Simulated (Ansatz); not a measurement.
Basis-set extrapolation for `C[CH2][AlH][SiH3]` (PBE0-D4/def2-TZVP geometry, frozen core, Ansatz 0.2.0). Multiplicity 1, RHF reference.

|  | def2-TZVPP | def2-QZVPP |
| --- | --- | --- |
| HF | -611.855578 | -611.875372 |
| MP2 correlation | -0.565975 | -0.603018 |
| CCSD(T) correlation | -0.652655 | not run |

Energies in hartree. Use E(X) = E(∞) + A·exp(−7.88·√X) for Hartree–Fock and E(X) = E(∞) + B·X^(−2.97) for correlation, with X = 3 and 4, and add CCSD(T) minus MP2 of the smaller set to the MP2 limit.

What is the CCSD(T) energy at the basis-set limit?

HF limit: -611.875372 + (-0.019794) × 0.13774 = -611.87810. MP2 limit: -0.603018 + (-0.037043) × 0.74074 = -0.63046. Higher-order term: -0.652655 − (-0.565975) = -0.08668. Total: -612.59524 hartree, 228.4 kJ/mol below CCSD(T)/def2-TZVPP.
